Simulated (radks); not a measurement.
Spherical jellium clusters: N electrons in a uniform positive sphere of charge N and radius rs N^(1/3), rs = 2.68 bohr. Calculated with a radial shooting solver with Libxc functionals: non-relativistic Kohn-Sham, PBEsol, spin-polarised, spherical densities. Levels are named by radial order and angular momentum (1s, 1p, 1d, 2s, ...), and open shells are averaged over m.

N = 3, configuration 1s2 1p(up 1, down 0). This is the lowest configuration that the search found. Occupied and some empty levels:

level    occupation  eigenvalue (eV)  <r> (bohr)
1s up             1          -5.8133       3.144
1s down           1          -5.3625       3.042
1p up             1          -2.3713       4.582
1p down           0          -1.7319       4.633

Energy (eV): total -2.70248, kinetic 9.1671, external -68.011, Hartree 31.032, exchange-correlation -12.907, background 38.016.

Electron density:

r (bohr)  n(r) (e/bohr^3)
0.158             0.01733
0.556             0.01693
0.955             0.01609
1.35              0.01485
1.75              0.01324
2.15              0.01138
2.55             0.009391
2.94             0.007414
3.34             0.005597
3.74             0.004049
4.14             0.002828
4.54             0.001926
4.93             0.001290
5.33            0.0008539
5.73            0.0005609
6.13            0.0003667
6.53            0.0002399
6.93            0.0001573
7.32            0.0001035
7.72           0.00006842
